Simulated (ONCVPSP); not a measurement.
**Kr: variants of one ONCV potential**

Base potential:

ONCVPSP 4.0.1 input, shortened (lines: element, Z, core and valence counts, functional; n l f; lmax; l rc ep ncon nbas qcut; lloc lpopt rc5 dvloc0; l nproj debl; icmod fcfact rcfact), PBEsol, scalar-relativistic:

```
  Kr 36.00    6    2  -116133      upf
    1    0    2.00
    2    0    2.00
    2    1    6.00
    3    0    2.00
    3    1    6.00
    3    2   10.00
    4    0    2.00
    4    1    6.00
    1
    0    1.15    0.00    3    6    6.90
    1    1.20    0.00    4    8    5.80
    4    5    0.95    2.00
    0    3    0.90
    1    2    1.40
    0    0.00    0.00
```

Cutoffs, loose and tight: the cutoffs (Ha) at which the residual kinetic energy of the hardest occupied pseudo-wave falls to 1 and 0.1 mHa per electron. They do not see the model core or the augmentation charge, which bear on the density cutoff. Test errors are all-electron minus pseudo excitation energies from the reference, over the configurations 4s2 4p5; 4s2 4p4; 4s2 4p3; 4s1 4p6. A dash means not determined; rows that change the core or the reference have their own tests.

1 further variants are left out, since the program set their typed debl aside.

A true bound ghost makes a file unfit for plane-wave use even where its test errors are small: the radial tests pick states by their node count and pass the ghost by.

```json
{"change": "base", "outcome": "generated", "cutoff, loose": "69 Ha", "cutoff, tight": "139 Ha", "bound ghosts": "s, p", "GHOST(+) flags above zero": "s", "largest test error (meV)": "-31"}
{"change": "p: debl 0.35", "outcome": "generated", "cutoff, loose": "69 Ha", "cutoff, tight": "139 Ha", "bound ghosts": "s, p", "GHOST(+) flags above zero": "s, p", "largest test error (meV)": "-31"}
{"change": "p: debl 0.6", "outcome": "generated", "cutoff, loose": "69 Ha", "cutoff, tight": "139 Ha", "bound ghosts": "s, p", "GHOST(+) flags above zero": "s, p", "largest test error (meV)": "-31"}
{"change": "p: debl 0.95", "outcome": "generated", "cutoff, loose": "69 Ha", "cutoff, tight": "139 Ha", "bound ghosts": "s, p", "GHOST(+) flags above zero": "s", "largest test error (meV)": "-31"}
{"change": "p: debl 1.5", "outcome": "generated", "cutoff, loose": "69 Ha", "cutoff, tight": "139 Ha", "bound ghosts": "s, p", "GHOST(+) flags above zero": "s", "largest test error (meV)": "-31"}
{"change": "p: debl 3.05", "outcome": "generated", "cutoff, loose": "69 Ha", "cutoff, tight": "139 Ha", "bound ghosts": "s", "GHOST(+) flags above zero": "s, p", "largest test error (meV)": "-26"}
{"change": "p: debl 4.7", "outcome": "generated", "cutoff, loose": "69 Ha", "cutoff, tight": "139 Ha", "bound ghosts": "s", "GHOST(+) flags above zero": "s, p", "largest test error (meV)": "-24"}
```

Reading the sweep of the debl of the p channel (base included, trends over the rows without a ghost): Bound ghosts are found at 0.35, 0.6, 0.95, 1.4, 1.5, 3.05, 4.7 Ha. Every judged row has one, so this setting neither creates nor removes them.
